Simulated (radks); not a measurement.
The mean radii <r> (bohr) of the occupied orbitals of an atom or ion are listed with their occupations. All-electron calculation, Dirac Kohn-Sham, exchange-only PBE, spin-unpolarised, spherical densities, finite nucleus; Fermi nuclear charge, rms radius of each element as measured or else 0.836 A^(1/3) + 0.57 fm. Program: a radial shooting solver on a logarithmic mesh with Libxc functionals.

| orbital | occ. | <r> |
|---|---|---|
| 1s1/2 | 2 | 0.02965 |
| 2s1/2 | 2 | 0.1238 |
| 2p1/2 | 2 | 0.1042 |
| 2p3/2 | 2 | 0.1090 |

Name the element and its charge. Open shells, if any, fill j = l - 1/2 first.

Answer. Z = 49, indium, charge +41: In41+ in [He] 2s2 2p4. The 1s radius gives Z: for a bare nucleus <r> = (2 gamma + 1)/(2Z) with gamma = sqrt(1 - (Z/c)^2), 0.02926 bohr for Z = 49, and screening makes it slightly larger (0.02965 here). The occupations add up to 8, and the charge is Z minus that.
